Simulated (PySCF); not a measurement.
PBE on O⁻ (oxygen, charge -1), [He] 2s2 2p5, 2P determinant. Calculation: PySCF 2.14, in aug-cc-pVQZ-DK; the spin-free X2C one-electron Hamiltonian (Gaussian nucleus).

```
cycle= 1 E= -75.1178477049652  delta_E= -0.00046  |g|= 0.154  |ddm|= 0.479
cycle= 2 E= -75.0523686667687  delta_E= 0.0655  |g|= 0.433  |ddm|= 0.696
cycle= 3 E= -75.1292796351855  delta_E= -0.0769  |g|= 0.0635  |ddm|= 0.433
cycle= 4 E= -75.1314127895982  delta_E= -0.00213  |g|= 0.00158  |ddm|= 0.0803
cycle= 5 E= -75.1314177024693  delta_E= -4.91e-06  |g|= 0.000306  |ddm|= 0.00777
cycle= 6 E= -75.1314178247409  delta_E= -1.22e-07  |g|= 5.36e-05  |ddm|= 0.00127
cycle= 7 E= -75.1314178261227  delta_E= -1.38e-09  |g|= 1.96e-06  |ddm|= 7.19e-05
cycle= 8 E= -75.1314178261246  delta_E= -1.9e-12  |g|= 8.04e-08  |ddm|= 2.6e-06
converged SCF energy = -75.1314178261246  <S^2> = 0.75631074  2S+1 = 2.0063008
```

Highest occupied orbital energy: 2.474 eV; ⟨L²⟩ = 2.03; populations by l: s 4.00, p 5.00, d 0.00, f 0.00.

Question: Can this result be used?

Answer: With care. The run converged. At PBE the highest occupied level has a positive energy, so only the finite basis holds that electron; in a semilocal or global hybrid functional this comes from self-interaction and does not mean that the real anion is unbound.
